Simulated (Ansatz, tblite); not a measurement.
Spin states of Cu3F3, each relaxed with r2SCAN-D4/def2-SVP in Ansatz. Electronic energies in the gas phase.

The xTB rows come from tblite. HSE06 is defined as in plane-wave codes, on full-range PBE exchange. Correlated methods freeze 30 core orbitals. The rows differ in basis, and correlated rows in double-zeta sets carry the largest basis error. In CCSD on the charge 0 triplet the largest single amplitude is 0.20, so its Hartree–Fock determinant may place the open shell otherwise than the density functionals do. HOMO above LUMO, or a gap near zero within one spin, warns that the state may not be the lowest or that an electron is smeared out. The structure comes from a short search, and lower isomers may exist.

Singlet geometry (D3h within 0.1 Å):

Cartesian coordinates in Å:
```
Cu -0.475 -0.993 0.852
Cu 0.161 1.302 0.469
Cu 0.315 -0.307 -1.322
F 0.730 1.530 -1.312
F -0.250 -2.003 -0.722
F -0.481 0.472 2.034
```

Triplet geometry:

```xyz
6

Cu    1.064   -0.497    0.718
Cu    0.174    1.165   -0.821
Cu   -1.281   -0.650    0.075
F    -1.677    0.783   -1.133
F    -0.244   -1.780    1.261
F     1.965    0.978   -0.100
```

Quintet geometry (C2v within 0.1 Å):

Cartesian coordinates in Å:
```
Cu 0.304 0.642 -0.624
Cu -1.388 -1.572 -0.845
Cu 0.774 0.273 2.107
F -0.333 -0.701 0.682
F 1.280 1.513 0.664
F -0.636 -0.155 -1.984
```

⟨S²⟩: triplet 2.02 at PBE0-D4/def2-TZVP (pure 2.00), quintet 6.01 at PBE0-D4/def2-TZVP (pure 6.00).

Run but left out: LDA (SPW92)/def2-TZVP (triplet: an occupied level 0.08 eV above an empty one); HF/6-31G (quintet: ⟨S²⟩ 6.62, where a pure state has 6.00).

Only these spin states were relaxed. Higher spins weren't run and may lie lower. The quintet has other bonds than the singlet, so the gap mixes isomer and spin.

Second-order perturbation terms are unreliable where d shells bring near-degenerate states, and here MP2/def2-SVP lies more than 0.4 eV from the median of the functionals without such a term.

| level | triplet − singlet (kcal/mol) | quintet − singlet (kcal/mol) | lowest of these | remarks |
| --- | --- | --- | --- | --- |
| GFN1-xTB | 50.0 | 158.4 | singlet | – |
| HF/def2-SVP | 38.5 | 19.3 | singlet | – |
| HF/def2-TZVP | 32.1 | 12.5 | singlet | test for broken spin undecided (singlet) |
| PBE-D4/def2-TZVP | 52.7 | 123.2 | singlet | gap within one spin near zero (triplet) |
| r2SCAN-D4/def2-TZVP | 55.5 | 115.5 | singlet | gap within one spin near zero (triplet) |
| HSE06-D4/def2-TZVP | 62.1 | 125.4 | singlet | – |
| MP2/def2-SVP | 101.0 | 167.5 | singlet | – |
| CCSD/def2-SVP | 78.1 | 123.9 | singlet | – |

The xTB methods have no spin-polarisation term.
